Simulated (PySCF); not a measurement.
Compound: C3H5FSe.
Bonds: C1–C2 (double), C2–Se3, Se3–C4, C4–F5. Hydrogens: H6, H7 on C1; H8 on C2; H9, H10 on C4.

Level of theory: PySCF, PBE0-D3(BJ)/def2-SVP geometry optimisation, gas phase.

Q: List the bond lengths, angles and torsions at this level.

A: 
| bond | length (Å) | order |
| --- | --- | --- |
| C1=C2 | 1.335 | double |
| C2–Se3 | 1.893 | single |
| Se3–C4 | 1.935 | single |
| C4–F5 | 1.363 | single |
| C1–H6 | 1.093 | single |
| C1–H7 | 1.093 | single |
| C2–H8 | 1.095 | single |
| C4–H9, C4–H10 | 1.101 | single |

Bonds in one row agree within 0.01 Å and their mean is given. Orders are formal, as drawn. A selection of angles:
| angle | degrees |
| --- | --- |
| C2–C1–H6 | 122.8 |
| C2–C1–H7 | 119.8 |
| H6–C1–H7 | 117.4 |
| C1–C2–Se3 | 126.9 |
| C1–C2–H8 | 121.2 |
| Se3–C2–H8 | 111.9 |
| C2–Se3–C4 | 98.3 |
| Se3–C4–F5 | 113.4 |
| Se3–C4–H9 | 108.0 |
| Se3–C4–H10 | 106.2 |
| F5–C4–H9 | 109.2 |
| H9–C4–H10 | 110.3 |

Dihedral angles: C1–C2–Se3–C4 18° (synperiplanar); C2–Se3–C4–F5 -74° (synclinal). The mirror-image conformer, all signs reversed, is as good.

The C–Se distances run from 1.893 Å (C2–Se3, drawn single) to 1.935 Å (Se3–C4, drawn single), a spread of 0.042 Å. Of the pairs four or more bonds apart, F5···H6 is among the closest relative to their van der Waals radii: 2.44 Å, 91 % of the sum of Bondi's values.

Point group: C1 (no symmetry element, even within 0.4 Å). PBE0-D3(BJ)/def2-SVP frequencies: not computed here. The numbers are those of one conformer.

On Arm Neoverse V1, one thread, shared host, this took 33 s wall. These figures are those of the optimisation.
